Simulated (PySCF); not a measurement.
Structure problem from calculated spectra and properties.

Formula: C2H12B2P2.

| Property | Result |
| --- | --- |
| 1H NMR | chemical shifts (computed TMS as zero) by class: 3.71 (4 H), 2.95 (2 H), 0.25 (6 H) ppm [GIAO CAM-B3LYP/pcSseg-1] |
| UV, first state | lowest singlet excitation: 6.14 eV (202 nm, f = 0.001) [TDDFT CAM-B3LYP/def2-SVPD] |
| NMR, other nuclei | isotropic shieldings of nuclei other than C and H, by class: 126 (2 B), 431 (2 P) ppm [GIAO CAM-B3LYP/pcSseg-1] |
| Triplet | lowest triplet excitation (Tamm–Dancoff): 5.75 eV [TDA CAM-B3LYP/def2-SVPD] |
| Polarisability | 107.7 au [CAM-B3LYP/def2-SVPD] |
| Valence photoelectron | vertical ionisation energy: 9.30 eV [ΔSCF CAM-B3LYP/def2-SVPD] |
| Dipole | 0.75 D [CAM-B3LYP/def2-SVPD] |
| Rotational structure | rotational constants A, B, C: 2.974, 1.667, 1.246 GHz [PBE0-D3(BJ)/def2-SVP] |
| 13C NMR | chemical shifts (computed TMS as zero) by class: 0.5 (2 C) ppm [GIAO CAM-B3LYP/pcSseg-1] |

Electronic properties: PySCF, gas phase, density fitting. Levels stand in brackets. The structure is a single PBE0-D3(BJ)/def2-SVP conformer in the gas phase; no vibrational or solvent corrections. NMR values are class means; diastereotopic atoms form classes of their own.

Problem. Propose a structure and show how it fits.

Solution. Numbering: `[CH3:1][B@H-:2]1[PH2+:3][B@H-:4]([CH3:5])[PH2+:6]1`. 2 carbons fall into 1 class: chain sp3 carbon bound to boron [C1/C5] (0.5 ppm, 2 C). Hydrogen classes from least to most shielded: 4 H on 2 like atoms (phosphorus bonded to 2 B and 2 H), P3/P6 (3.71 ppm), 2 H on 2 four-coordinate borons, B2/B4 (2.95 ppm), 6 H on 2 like atoms (sp3 carbon bound to boron), C1/C5 (0.25 ppm). The other shieldings belong to: 126 ppm, four-coordinate boron [B2/B4]; 431 ppm, phosphorus bonded to 2 B and 2 H [P3/P6]. The first electron is taken from the HOMO, whose largest Löwdin shares are 0.17 on a four-coordinate boron, 0.16 on a four-coordinate boron and 0.14 on each of 2 atoms of one kind (phosphorus bonded to 2 B and 2 H). The optimised geometry has point group Cs and is an asymmetric top. Structure: `C[B@H-]1[PH2+][B@H-](C)[PH2+]1`. The assignments are read from this structure; whether some other isomer fits the data as well wasn't checked.
